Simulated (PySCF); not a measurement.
PySCF was given this input:
```python
from pyscf import gto, scf, dft

mol = gto.M(
    atom='''
Sb    0.00000000    0.00000000    0.00000000
''',
    basis='def2-svp',
    ecp={'Sb': 'def2-svp'},
    spin=3,
    verbose=4,
)

mf = dft.UKS(mol)
mf.xc = 'b3lyp'
mf = mf.density_fit(auxbasis='def2-universal-jkfit')
mf.kernel()
```

### Question
What does this run give for the HOMO energy, number of basis functions?

### Answer

The HOMO energy is -6.07 eV and the number of basis functions comes out as 26.

These values belong to the state on which the SCF converged, which isn't shown to be the lowest.
